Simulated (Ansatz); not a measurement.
(4-methoxyphenyl)phenyliodonium mesylate (C₁₄H₁₅IO₄S) was relaxed with PBE-D4 (def2-SVP) in Ansatz in these states: charge -1 doublet, neutral singlet. The geometries follow in no particular order.

In the def2 sets I takes a core potential; there is no spin–orbit coupling.

A:

```xyz
35

C    -1.818    2.642    1.005
O    -2.033    2.243   -0.350
C    -0.979    1.711   -1.020
C     0.326    1.619   -0.496
C     1.341    1.009   -1.248
C     1.062    0.528   -2.532
I     2.604   -0.393   -3.676
C     1.173   -2.949   -1.240
C     0.291   -3.405   -2.209
C    -1.056   -3.000   -2.080
C    -1.442   -2.178   -1.006
C    -0.503   -1.746   -0.055
C     0.854   -2.132   -0.172
C    -0.229    0.626   -3.075
C    -1.245    1.218   -2.318
H    -1.089    3.479    1.075
H    -1.439    1.804    1.630
H    -2.804    2.986    1.376
H     0.572    1.972    0.519
H     2.329    0.890   -0.784
H     0.612   -4.040   -3.051
H    -1.798   -3.325   -2.828
H    -2.491   -1.855   -0.917
H    -0.770   -1.090    0.793
H     1.568   -1.735    0.574
H    -0.448    0.230   -4.077
H    -2.271    1.291   -2.707
C     1.426    0.277    4.488
S     1.003    0.618    2.745
O     1.083    2.117    2.626
O     2.049   -0.119    1.954
O    -0.399    0.074    2.596
H     0.695    0.797    5.135
H     1.379   -0.816    4.649
H     2.449    0.654    4.676
```

B:

```xyz
35

C    -2.511   -2.927   -1.415
O    -1.139   -3.344   -1.451
C    -0.211   -2.394   -1.651
C    -0.529   -1.061   -1.986
C     0.477   -0.093   -2.035
C     1.791   -0.492   -1.774
I     3.154    1.072   -1.327
C     2.591    1.223    0.773
C     3.590    1.048    1.737
C     3.173    1.032    3.080
C     1.809    1.147    3.401
C     0.848    1.306    2.391
C     1.234    1.370    1.038
C     2.158   -1.822   -1.500
C     1.144   -2.780   -1.468
H    -2.868   -2.645   -2.429
H    -2.652   -2.057   -0.740
H    -3.083   -3.801   -1.054
H    -1.569   -0.701   -2.082
H     0.167    0.957   -2.161
H     4.649    0.917    1.474
H     3.925    0.900    3.872
H     1.494    1.100    4.454
H    -0.232    1.353    2.596
H     0.446    1.539    0.270
H     3.199   -2.108   -1.290
H     1.370   -3.831   -1.239
C    -3.405    2.507    0.393
S    -2.230    1.280   -0.244
O    -2.999    0.527   -1.297
O    -1.087    2.116   -0.807
O    -1.813    0.442    0.932
H    -4.266    1.964    0.823
H    -2.898    3.112    1.167
H    -3.728    3.145   -0.450
```

Q: Judge from the bond lengths which geometry belongs to which state (an estimate).

A: A is the charge -1 doublet (I7–C8 3.809 Å, S29–O31 1.504 Å, O2–C3 1.358 Å); B is the neutral singlet (I7–C8 2.180 Å, S29–O31 1.523 Å, O2–C3 1.344 Å).

The charge -1 doublet has come apart into loosely held pieces.
